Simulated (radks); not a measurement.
The numbers below are computed, except where a source is named.
Question: Ionisation of the europium ion Eu+, [Xe] 4f7 6s1, to Eu2+, [Xe] 4f7, under several functionals. Scalar-relativistic Kohn-Sham, spin-polarised, spherical densities, point nucleus; open shells are filled with parallel spins first (spin-orbit coupling, left out, can overturn this in heavy ions); a radial shooting solver on a logarithmic mesh with Libxc functionals. Known Delta-SCF values: BP86 11.576 eV; OLYP 11.227 eV. What does RPBE give, and what is its highest occupied eigenvalue?

Answer: 11.432 eV by Delta-SCF; the 6s eigenvalue is -8.815 eV. NIST: 11.24 eV (semi-empirical).
